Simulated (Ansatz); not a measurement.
The inner images of a band of BrCl2GaH2 (6 atoms, charge 0, multiplicity 1) are given out of order.

Computed with Ansatz 0.2.0, RKS PBE/def2-SVP.

Initial state:

```xyz
6
Properties=species:S:1:pos:R:3
Ga 0.004 0.223 0.011
H 0.001 0.801 1.465
Cl 1.823 0.119 -1.163
Cl -1.826 0.032 -1.135
Br 0.077 -2.558 0.993
H 0.076 -2.161 2.375
```

Final state:

```xyz
6
Properties=species:S:1:pos:R:3
Ga 0.026 -0.815 -0.409
H 0.010 0.312 2.089
Cl 1.845 0.242 -0.832
Cl -1.845 0.160 -0.801
Br 0.080 -3.004 0.244
H 0.040 -0.439 2.256
```

Problem. Put them in order from the first end to the last, with their energies above the first end.
A.
```xyz
6
Properties=species:S:1:pos:R:3
Ga 0.015 -0.220 0.002
H 0.021 0.070 1.665
Cl 1.885 0.199 -0.974
Cl -1.886 0.117 -0.945
Br 0.076 -2.614 1.055
H 0.047 -1.095 1.743
```
B.
```xyz
6
Properties=species:S:1:pos:R:3
Ga 0.007 0.087 0.034
H 0.011 0.419 1.570
Cl 1.847 0.160 -1.096
Cl -1.851 0.073 -1.068
Br 0.080 -2.679 1.071
H 0.061 -1.604 2.035
```
C.
```xyz
6
Properties=species:S:1:pos:R:3
Ga 0.019 -0.437 -0.078
H 0.022 0.015 1.762
Cl 1.874 0.244 -0.926
Cl -1.876 0.163 -0.899
Br 0.075 -2.672 0.892
H 0.042 -0.857 1.795
```
D.
```xyz
6
Properties=species:S:1:pos:R:3
Ga 0.025 -0.745 -0.300
H 0.015 0.205 1.960
Cl 1.842 0.276 -0.822
Cl -1.843 0.194 -0.795
Br 0.080 -2.910 0.456
H 0.038 -0.564 2.047
```
E.
```xyz
6
Properties=species:S:1:pos:R:3
Ga 0.023 -0.629 -0.193
H 0.020 0.087 1.863
Cl 1.852 0.281 -0.867
Cl -1.854 0.199 -0.842
Br 0.077 -2.782 0.688
H 0.038 -0.700 1.897
```
F.
```xyz
6
Properties=species:S:1:pos:R:3
Ga 0.010 -0.022 0.037
H 0.016 0.236 1.610
Cl 1.871 0.174 -1.033
Cl -1.874 0.089 -1.004
Br 0.079 -2.660 1.112
H 0.054 -1.362 1.823
```
G.
```xyz
6
Properties=species:S:1:pos:R:3
Ga 0.006 0.146 0.021
H 0.007 0.592 1.522
Cl 1.833 0.145 -1.143
Cl -1.836 0.058 -1.114
Br 0.080 -2.616 1.015
H 0.067 -1.869 2.244
```

Solution. G (+2.5 kJ/mol), B (+9.9 kJ/mol), F (+22.7 kJ/mol), A (+41.1 kJ/mol), C (+0.5 kJ/mol), E (-49.4 kJ/mol), D (-66.7 kJ/mol).

Run time: 28 s on 4 threads of Intel(R) Xeon(R) 6975P-C (Granite Rapids) (shared host), peak memory 0.19 GiB.
